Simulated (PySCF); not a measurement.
Where the electron goes

Species: C4H6N4Si.
Bonds: C1–N2, N2–N3 (aromatic), N3–C4 (aromatic), C4–Si5, C4–C6 (aromatic), C6–C7, C7–N8 (triple), C6–N9 (aromatic), N2–N9 (aromatic). Hydrogens: H10, H11, H12 on C1; H13, H14, H15 on Si5.

Computed with TDDFT B3LYP/def2-SVPD, vertical, gas phase, core orbitals frozen in the response in PySCF 2.14.0, density-fitted response routines. Isolated species at its GFN2-xTB geometry, gas phase. GFN2-xTB frequencies show an imaginary mode (30i cm⁻¹), so this geometry is no minimum at that level.

Frontier orbitals with the atoms that hold most of them (Löwdin shares over 4%, at most four atoms; ? is withheld):

| orbital | ε (eV) | atoms |
| --- | --- | --- |
| LUMO+2 | -0.02 | C1 19%, Si5 14%, C7 11%, N8 10% |
| LUMO+1 | -0.93 | N3 30%, C4 25%, N2 10%, Si5 9% |
| LUMO | ? | ? |
| HOMO | -7.90 | N2 19%, C6 19%, C4 16%, N8 15% |
| HOMO-1 | -8.82 | N3 28%, N9 28%, C4 12%, N2 9% |
| HOMO-2 | -8.83 | N3 50%, N9 22%, C4 7%, N2 5% |
| HOMO-3 | -9.27 | N9 34%, C4 13%, N8 12%, C6 10% |

Question: Which atoms hold the LUMO, and with what shares?

Answer: N9 (bonded to C and N) 28%; N2 (bonded to C and 2 N) 15%; C6 (bonded to 2 C and N) 15%; N8 (bonded to C) 14%. By element: nitrogen 58% or more, carbon 15% or more.

Question: What is the LUMO energy, and the HOMO–LUMO gap?

Answer: ε(LUMO) = -1.59 eV; the gap is 6.31 eV (0.2318 hartree).

Question: The HOMO–LUMO gap is 6.31 eV. Where does the response calculation put the lowest singlet, and from which orbitals?

Answer: S1 is at 5.83 eV (f = 0.191), 0.48 eV below the gap, made of HOMO→LUMO (88%). Without the coupling terms of the response equations the lowest excitation would equal the gap.

Question: Give energy, strength and leading configuration of S1 and S3, and follow the Löwdin shares of the leading atoms from the occupied to the empty orbital.

Answer: 
- S1 (5.83 eV, f 0.191), HOMO→LUMO (88%): N2 19% → 15%, C6 19% → 15%, N9 at most 16% → 28%
- S3 (6.25 eV, f 0.072), HOMO→LUMO+1 (74%): N2 19% → 10%, C6 19% → at most 9%, N3 at most 16% → 30%, C4 16% → 25%
